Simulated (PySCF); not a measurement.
IIn, triplet, at a GFN2-xTB geometry (such geometries of metal compounds can be far from the true shape) (the spin is typed, not shown lowest) (core potentials on I, In). Base run: HF/def2-SVP run with PySCF.

PySCF was given this input:
```python
from pyscf import gto, scf

mol = gto.M(
    atom='''
In   -0.000000   -0.000000   -1.504422
I     0.000000    0.000000    1.390880
''',
    basis='def2-svp',
    ecp={'I': 'def2-svp', 'In': 'def2-svp'},
    charge=0,
    spin=2,
    verbose=3,
)

mf = scf.UHF(mol)
mf.kernel()
```

Each row names what was changed in the base input (with any setting that the change needs).

```
change                                                                                                                                            basis functions        E (Eh)  HOMO (eV)  dipole (D)
------------------------------------------------------------------------------------------------------------------------------------------------  ---------------  ------------  ---------  ----------
base                                                                                                                                                           52    -485.86208      -6.26        2.80
basis = ANO-RCC-VDZP; relativity = none (without ecp={'I': 'def2-svp', 'In': 'def2-svp'})                                                                      86  -12262.31845      -7.34        5.39
basis = Sapporo-DKH3-DZP-2012; relativity = none (without ecp={'I': 'def2-svp', 'In': 'def2-svp'})                                                            104  -12278.05408      -7.19        4.53
basis = Sapporo-DKH3-DZP-2012; relativity = spin-free X2C; nucleus = Gaussian (with nucmod='G'; without ecp={'I': 'def2-svp', 'In': 'def2-svp'})              104  -12990.07368      -6.33        2.60
basis = Sapporo-DKH3-DZP-2012; relativity = spin-free X2C (without ecp={'I': 'def2-svp', 'In': 'def2-svp'})                                                   104  -12990.41423      -6.33        2.60
basis = x2c-TZVPall; relativity = spin-free X2C; nucleus = Gaussian (with nucmod='G'; without ecp={'I': 'def2-svp', 'In': 'def2-svp'})                        120  -12990.90817      -6.24        2.36
basis = x2c-TZVPall; relativity = none (without ecp={'I': 'def2-svp', 'In': 'def2-svp'})                                                                      120  -12397.49660      -6.62        3.40
basis = ANO-RCC-VDZP; relativity = spin-free X2C; nucleus = Gaussian (with nucmod='G'; without ecp={'I': 'def2-svp', 'In': 'def2-svp'})                        86  -12990.48086      -6.24        3.00
basis = x2c-TZVPall; relativity = spin-free X2C (without ecp={'I': 'def2-svp', 'In': 'def2-svp'})                                                             120  -12991.23421      -6.24        2.36
basis = ANO-RCC-VDZP; relativity = spin-free X2C (without ecp={'I': 'def2-svp', 'In': 'def2-svp'})                                                             86  -12990.86551      -6.24        3.00
```

Total energies compare only within one method and basis.

Open shells are given as the SCF converged; they aren't shown to be the lowest states, and a large step between rows can be another state.

Basis sets contracted for a relativistic Hamiltonian are a mismatch without it, so the rows without relativity aren't non-relativistic limits. No row has spin-orbit coupling; sets with core potentials leave out the core electrons.
